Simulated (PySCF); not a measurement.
MN15 on Al⁻ (aluminium, charge -1), [Ne] 3s2 3p2, high-spin 3P determinant. All numbers are calculated (PySCF 2.14, the spin-free X2C one-electron Hamiltonian (Gaussian nucleus), in aug-cc-pCVQZ-DK).

```
cycle= 1 E= -242.837777547143  delta_E= -0.0623  |g|= 0.142  |ddm|= 10.6
cycle= 2 E= -242.838669251255  delta_E= -0.000892  |g|= 0.0263  |ddm|= 6.48
cycle= 3 E= -242.838778593205  delta_E= -0.000109  |g|= 0.0123  |ddm|= 1.15
cycle= 4 E= -242.838829792488  delta_E= -5.12e-05  |g|= 0.0011  |ddm|= 0.488
cycle= 5 E= -242.838832187089  delta_E= -2.39e-06  |g|= 0.000351  |ddm|= 0.0386
cycle= 6 E= -242.838832506922  delta_E= -3.2e-07  |g|= 0.000105  |ddm|= 0.014
cycle= 7 E= -242.838832528059  delta_E= -2.11e-08  |g|= 2.66e-05  |ddm|= 0.00568
cycle= 8 E= -242.83883252951  delta_E= -1.45e-09  |g|= 4.5e-06  |ddm|= 0.000719
cycle= 9 E= -242.838832529566  delta_E= -5.61e-11  |g|= 8.92e-07  |ddm|= 0.000264
converged SCF energy = -242.838832529566  <S^2> = 2.0054404  2S+1 = 3.0036248
```

Highest occupied orbital energy: 0.516 eV; ⟨L²⟩ = 2.01; populations by l: s 6.00, p 8.00, d 0.00, f 0.00.

Q: Can this result be used?

A: With care. Self-consistency was reached. At MN15 the highest occupied level has a positive energy, so only the finite basis holds that electron; in a semilocal or global hybrid functional this comes from self-interaction and does not mean that the real anion is unbound.
